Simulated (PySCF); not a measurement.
SrBe and its ions

PBE0; basis Sr def2-SVP with ECP28, Be def2-SVP; scalar-relativistic core potentials; PySCF 2.14. Neutral (UKS): singlet (closed shell), Re = 3.534 Å, ωe = 153 cm⁻¹, De = 0.23 eV, HOMO -3.92 eV, LUMO -1.64 eV.

SrBe⁺ (UKS): doublet (σ ↑), Re = 3.216 Å, ωe = 235 cm⁻¹, De = 0.60 eV to Sr⁺ + Be. The energies at the minima are -45.29466 hartree for SrBe and -45.10214 for SrBe⁺.

Problem. Work out the adiabatic ionisation energy, without and with harmonic zero-point energies (1 hartree = 27.2114 eV, 1 eV = 8065.5 cm⁻¹), and the change of the bond length.

Solution. At PBE0: 0.19252 hartree = 5.239 eV between the minima; the zero-point term (235.0 − 153.0)/2 cm⁻¹ = +0.005 eV makes it 5.244 eV. Re changes by -31.8 pm against the neutral. Minus the HOMO energy is 3.92 eV, -1.32 eV from the value between the minima; self-interaction puts the Kohn–Sham level too high, less so with exact exchange. The electron leaves a σ orbital, and the shorter bond of the ion fits an antibonding orbital, or a change in how ionic the bond is.

Closed-shell solutions of metal pairs were not tested for spin polarisation, which can lower them a little. Weak bonds: SrBe. Basis-set superposition, not corrected here, can be much of De in a small basis, most of all at correlated wavefunction levels. Spin–orbit coupling is left out. For an ion De counts to the pair picked by the measured ionisation energies or electron affinities, which need not be the lowest pair at this level. States were picked by a PBE0 search and need not be the measured ground states.
